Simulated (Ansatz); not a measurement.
Start from `N[SiH]([SiH3])CCl` and change one atom or group to get `CC[SiH](N)[SiH3]`.

Ansatz, PBE0-D4/def2-TZVP geometries, multiplicity 1. Each molecule was computed in one conformer, which needn't be the lowest.

```
                                          property  `N[SiH]([SiH3])CCl`
             HOMO energy (ωB97M-V/def2-TZVPP) / eV                -9.48
               HOMO energy (B3LYP/def2-TZVPP) / eV                -7.04
              HOMO–LUMO gap (PBE0/def2-TZVPP) / eV                 7.05
size of the dipole moment (ωB97M-V/def2-TZVPP) / D                 3.01
           HOMO–LUMO gap (ωB97M-V/def2-TZVPP) / eV                10.91
                 LUMO energy (PBE/def2-TZVPP) / eV                -1.06
```

Problem. What does the change do to each property? (Best estimate.)

Solution. Computed: 
```json
{"property": "HOMO energy (ωB97M-V/def2-TZVPP) / eV", "`CC[SiH](N)[SiH3]`": "-9.52", "shift": "-0.04"}
{"property": "HOMO energy (B3LYP/def2-TZVPP) / eV", "`CC[SiH](N)[SiH3]`": "-7.04", "shift": "0.00"}
{"property": "HOMO–LUMO gap (PBE0/def2-TZVPP) / eV", "`CC[SiH](N)[SiH3]`": "7.39", "shift": "0.34"}
{"property": "size of the dipole moment (ωB97M-V/def2-TZVPP) / D", "`CC[SiH](N)[SiH3]`": "1.37", "shift": "-1.64"}
{"property": "HOMO–LUMO gap (ωB97M-V/def2-TZVPP) / eV", "`CC[SiH](N)[SiH3]`": "11.28", "shift": "0.37"}
{"property": "LUMO energy (PBE/def2-TZVPP) / eV", "`CC[SiH](N)[SiH3]`": "-0.69", "shift": "0.37"}
```

Dipoles are sizes alone; their direction can turn.

B3LYP here is the variant with VWN-RPA as its local correlation; programs differ in this.
